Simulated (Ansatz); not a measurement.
`[F][Sn]([Cl])([Cl])[Br]` and `[OH][Sn]([Cl])([Cl])[Br]` differ in one atom or group.

Ansatz, PBE0-D4/def2-TZVP geometries, multiplicity 1. Each molecule was computed in one conformer, which needn't be the lowest.

Elements past krypton have def2 core potentials. Scalar relativity is left out up to krypton.

| property | `[F][Sn]([Cl])([Cl])[Br]` |
| --- | --- |
| LUMO energy (ωB97M-V/def2-TZVPP) / eV | -1.23 |
| size of the dipole moment (PBE/def2-TZVPP) / D | 1.30 |
| LUMO energy (B3LYP/def2-TZVPP) / eV | -3.57 |
| HOMO–LUMO gap (PBE/def2-TZVPP) / eV | 3.95 |
| size of the dipole moment (ωB97M-V/def2-TZVPP) / D | 1.38 |
| size of the dipole moment (B3LYP/def2-TZVPP) / D | 1.40 |

Question: What does the change do to each property? (Estimate.)

Answer: Ansatz gave: 
```csv
property,`[OH][Sn]([Cl])([Cl])[Br]`,shift
LUMO energy (ωB97M-V/def2-TZVPP) / eV,-0.87,0.36
size of the dipole moment (PBE/def2-TZVPP) / D,1.50,0.20
LUMO energy (B3LYP/def2-TZVPP) / eV,-3.19,0.38
HOMO–LUMO gap (PBE/def2-TZVPP) / eV,4.00,0.05
size of the dipole moment (ωB97M-V/def2-TZVPP) / D,1.51,0.13
size of the dipole moment (B3LYP/def2-TZVPP) / D,1.53,0.13
```

With PBE0 the HOMO rises by 0.31 eV and the LUMO rises by 0.39 eV, so the gap widens by about 0.08 eV. PBE moves the HOMO by 0.33 eV and ωB97M-V by 0.29 eV. Dipoles are sizes alone; their direction can turn.

B3LYP here is the variant with VWN-RPA as its local correlation; programs differ in this.

Spin–orbit coupling is left out; it splits and shifts lone-pair levels of the heavy atoms by tenths of an eV.
